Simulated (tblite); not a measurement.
C4H12F2OSi2.
SMILES with atom numbers: `[CH3:1][Si:2]([CH3:3])([CH2:4][CH:5]([F:6])[F:7])[O:8][SiH3:9]` (hydrogens: H10, H11, H12 on C1; H13, H14, H15 on C3; H16, H17 on C4; H18 on C5; H19, H20, H21 on Si9)

Computed with GFN2-xTB (tblite), gas phase: L-BFGS steps from a force-field or distance-geometry start until the largest atomic force falls under 0.01 eV/Å.

At the end of the run (lengths in Å): Si2–O8 1.628, O8–Si9 1.624, Si2–C4 1.918, C5–F7 1.360, C1–Si2 1.898, C5–F6 1.363, C3–H13 1.085, Si2–O8–Si9 163.3°, C4–Si2–O8 105.4°, Si2–C4–C5 111.0°, C1–Si2–C3 113.2°, C1–Si2–C4–C5 -81°, Si2–C4–C5–F6 178°, C1–Si2–O8–Si9 -4°, H19–Si9–O8–Si2 -122°, H16–C4–Si2–C1 39°.

Question: These geometries were met on the way; a selection of coordinates is given. Order them by energy above the end point, lowest first.
A. Si2–O8 1.639, O8–Si9 1.637, Si2–C4 1.924, C5–F7 1.357, C1–Si2 1.898, C5–F6 1.375, C3–H13 1.085, Si2–O8–Si9 132.8°, C4–Si2–O8 114.5°, Si2–C4–C5 120.8°, C1–Si2–C3 114.1°, C1–Si2–C4–C5 -105°, Si2–C4–C5–F6 179°, C1–Si2–O8–Si9 -53°, H19–Si9–O8–Si2 -70°, H16–C4–Si2–C1 17°
B. Si2–O8 1.627, O8–Si9 1.631, Si2–C4 1.925, C5–F7 1.356, C1–Si2 1.910, C5–F6 1.366, C3–H13 1.083, Si2–O8–Si9 149.5°, C4–Si2–O8 113.3°, Si2–C4–C5 118.1°, C1–Si2–C3 116.2°, C1–Si2–C4–C5 -103°, Si2–C4–C5–F6 178°, C1–Si2–O8–Si9 -57°, H19–Si9–O8–Si2 -66°, H16–C4–Si2–C1 18°
C. Si2–O8 1.645, O8–Si9 1.651, Si2–C4 1.926, C5–F7 1.356, C1–Si2 1.908, C5–F6 1.364, C3–H13 1.086, Si2–O8–Si9 124.1°, C4–Si2–O8 119.7°, Si2–C4–C5 115.4°, C1–Si2–C3 108.7°, C1–Si2–C4–C5 -110°, Si2–C4–C5–F6 -179°, C1–Si2–O8–Si9 -49°, H19–Si9–O8–Si2 -70°, H16–C4–Si2–C1 11°
D. Si2–O8 1.635, O8–Si9 1.656, Si2–C4 1.894, C5–F7 1.345, C1–Si2 1.893, C5–F6 1.352, C3–H13 1.082, Si2–O8–Si9 115.9°, C4–Si2–O8 116.7°, Si2–C4–C5 113.9°, C1–Si2–C3 106.3°, C1–Si2–C4–C5 -112°, Si2–C4–C5–F6 -178°, C1–Si2–O8–Si9 -51°, H19–Si9–O8–Si2 -70°, H16–C4–Si2–C1 5°
E. Si2–O8 1.718, O8–Si9 1.710, Si2–C4 1.855, C5–F7 1.411, C1–Si2 1.861, C5–F6 1.400, C3–H13 1.117, Si2–O8–Si9 110.8°, C4–Si2–O8 113.3°, Si2–C4–C5 114.2°, C1–Si2–C3 107.4°, C1–Si2–C4–C5 -112°, Si2–C4–C5–F6 180°, C1–Si2–O8–Si9 -51°, H19–Si9–O8–Si2 -72°, H16–C4–Si2–C1 6°

Answer: B (0.165 eV), A (0.275 eV), C (0.448 eV), D (0.741 eV), E (1.219 eV).

```json
{"step": "29", "E above end (eV)": "0.165", "rms distance from the end, all atoms (Å)": "0.544", "largest force (eV/Å)": "0.326", "rms shift of all bonds from the end (Å)": "0.006"}
{"step": "16", "E above end (eV)": "0.275", "rms distance from the end, all atoms (Å)": "0.713", "largest force (eV/Å)": "0.321", "rms shift of all bonds from the end (Å)": "0.007"}
{"step": "9", "E above end (eV)": "0.448", "rms distance from the end, all atoms (Å)": "0.801", "largest force (eV/Å)": "0.367", "rms shift of all bonds from the end (Å)": "0.009"}
{"step": "2", "E above end (eV)": "0.741", "rms distance from the end, all atoms (Å)": "0.833", "largest force (eV/Å)": "0.749", "rms shift of all bonds from the end (Å)": "0.013"}
{"step": "0", "E above end (eV)": "1.219", "rms distance from the end, all atoms (Å)": "0.843", "largest force (eV/Å)": "2.577", "rms shift of all bonds from the end (Å)": "0.039"}
```

Rows stand in the order of the answer.
